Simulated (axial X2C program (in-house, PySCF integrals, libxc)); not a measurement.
## Testing model relations on AsSe⁺

A bond curve at the PBE0 level, two-component, was computed with an axial X2C code built on PySCF integrals (basis Se dyall-cv3z [8s9p6d4f1g], As dyall-cv3z [9s9p6d4f1g] (cores contracted in-house)) for the state Ω = 0 (closed shell). Its fit gives Re = 2.0582 Å, ωe = 479.4 cm⁻¹, ωexe = 0.864 cm⁻¹ and αe = 2.660e-04 cm⁻¹; the masses are 79.9165 and 74.9216 u. Two-component means X2C with spin–orbit coupling and atomic mean-field Coulomb and Gaunt terms.

(1) Find the reduced mass, Be and the force constant.

(2) Where do the fundamental and the first overtone lie?

(3) Estimate De from a Morse curve and compare with the computed well depth of 5.250 eV to Se+ + As.

(4) Give B0, the J = 1←0 line in GHz and the most populated J at 300 K (kT = 208.5 cm⁻¹).

(5) A Morse curve ties αe to the other constants (Pekeris). How well does that hold?

Occupations by symmetry block were frozen at the best pattern of an incomplete PBE0 search. Dissociation energies refer to the lowest single-determinant-based atoms at the same level and basis.

Answers

(1) From the PBE0 values: μ = 38.6692 u. Be = 16.8576/(μ Re²) = 0.1029 cm⁻¹. k = 5.8918×10⁻⁷ μ ωe² = 5.24 mdyn/Å.

(2) ν(1←0) = ωe − 2ωexe = 477.7 cm⁻¹; ν(2←0) = 2ωe − 6ωexe = 953.6 cm⁻¹.

(3) De(Morse) = ωe²/(4ωexe) = 8.245 eV against 5.250 eV computed, a ratio of 1.57. The extrapolation overshoots: the well softens faster than a Morse curve, or the lowest atomic limit lies below the one to which the curve heads.

(4) B0 = Be − αe/2 = 0.1028 cm⁻¹; 2B0 = 6.162 GHz; J(max) ≈ √(kT/2B0) − 1/2 = 31.3, so J = 31.

(5) αe(Morse) = 6Be²/ωe × (√(ωexe/Be) − 1) = 2.515e-04 cm⁻¹; the PBE0 curve gives 2.660e-04 cm⁻¹, a ratio of 0.95.
